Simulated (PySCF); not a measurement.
**S²⁺ (sulfur, charge +2) across methods**

[Ne] 3s2 3p2, high-spin 3P determinant. All numbers are calculated (PySCF 2.14, the non-relativistic Hamiltonian (point nucleus), in aug-cc-pV(T+d)Z with one added diffuse shell each of s, p, d, f type (7s6p5d3f, 71 functions)).

| method | E (hartree) | mean ε 3s α (eV) | mean ε 3s β (eV) | mean ε 3p α (eV) | Σ⟨r²⟩ (bohr²) | ⟨S²⟩ |
| --- | --- | --- | --- | --- | --- | --- |
| M06-L | -396.8738 | -40.849 | -37.728 | -29.125 | 14.83 | 2.004 |
| HSE06 | -396.7570 | -42.042 | -38.699 | -30.160 | 14.95 | 2.004 |
| BLYP | -396.8938 | -39.916 | -37.666 | -28.692 | 14.96 | 2.003 |
| PBE | -396.7045 | -40.179 | -37.653 | -28.957 | 14.95 | 2.003 |
| PBE0 | -396.7388 | -42.469 | -39.075 | -30.582 | 14.95 | 2.004 |
| LDA | -395.4853 | -40.132 | -37.838 | -28.858 | 14.97 | 2.001 |
| wB97M-V | -396.8688 | -44.723 | -41.826 | -32.542 | 15.05 | 2.002 |
| r2SCAN | -396.8444 | -40.977 | -37.747 | -29.485 | 14.96 | 2.007 |
| UHF | -396.33538 | -48.499 | -41.876 | -34.722 | 15.09 | 2.012 |
